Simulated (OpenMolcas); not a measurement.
Zn I: effect of the active space

| Quantity | Value |
| --- | --- |
| Program | OpenMolcas 26.06 |
| Method | CASSCF or its RAS form |
| Basis | ANO-L-VDZP |
| Scalar Hamiltonian | non-relativistic, point nucleus |
| Spin-orbit coupling | state interaction with AMFI integrals over the reference wave functions, term energies averaged over their components |

A. 2 electrons in 4 orbitals (4s 4p); 2S+1 = 3 even, 3 roots (0 in the spin-orbit step); 2S+1 = 1 even, 1 root kept (CI in the orbitals of an earlier block); 2S+1 = 3 odd, 3 roots; 2S+1 = 1 odd, 3 roots kept (CI in the orbitals of an earlier block, 0 in the spin-orbit step); cost roughly 40 core-seconds
B. 2 electrons in 9 orbitals (RAS2 4s 4p; RAS3 4d, at most 2 electrons); 2S+1 = 3 even, 3 roots (0 in the spin-orbit step); 2S+1 = 1 even, 1 root kept (CI in the orbitals of an earlier block); 2S+1 = 3 odd, 3 roots; 2S+1 = 1 odd, 3 roots kept (CI in the orbitals of an earlier block); cost about 60 core-seconds

Energies in cm⁻¹ above 4s² ¹S₀, the measured ground level; measured values from NIST Handbook of Basic Atomic Spectroscopic Data.

| Level | A | B | Measured |
| --- | --- | --- | --- |
| 4s² ¹S₀ | 0.0 | 0.0 | 0.0 |
| 4s 4p ³P°₀ | 30068 | 29996 | 32311 |
| 4s 4p ³P°₁ | 30242 | 30169 | 32501 |
| 4s 4p ³P°₂ | 30590 | 30522 | 32890 |

Deviations, from unrounded energies. A percentage is the sum of absolute deviations over the sum of measured energies, with the sign that they share, or ± where signs differ.

```
           Against measurement  Levels     A     B
mean absolute deviation (cm-1)       3  2300  2300
      other configurations (%)       3  -7.0  -7.2
```

A, B lie about equally close to measurement. The largest miss of A in the table is 4s 4p ³P°₂, by -2300 cm-1. The ranking rests on the paired levels alone, and a cruder setting can come out closer through cancelling errors.

Between A and B the level of the table that moves most is 4s 4p ³P°₁, by 73 cm-1 (lowest in B, highest in A).

Some high roots are left out of the spin-orbit mixing, which shifts the levels that they would mix with. Without dynamic correlation excited terms often stand tens of per cent too high (terms of higher spin than the ground term too low), and those without a measured partner can miss by more than the paired ones. Terms from blocks run as CI alone lack orbitals of their own. Active for correlation alone: 4d; no level in the range computed is led by a configuration that fills it, so any true level of that kind is missing (holds for B). Measured partners are found by configuration, term and J. A level has none where our copy of the source lacks it or the pairing is in doubt (some pairs that miss far off the trend of their configuration count as doubtful), and it then counts in no deviation. Only configurations of the active space appear. Levels that lie high or do not pair safely by name in every column are left out.

° marks odd parity.
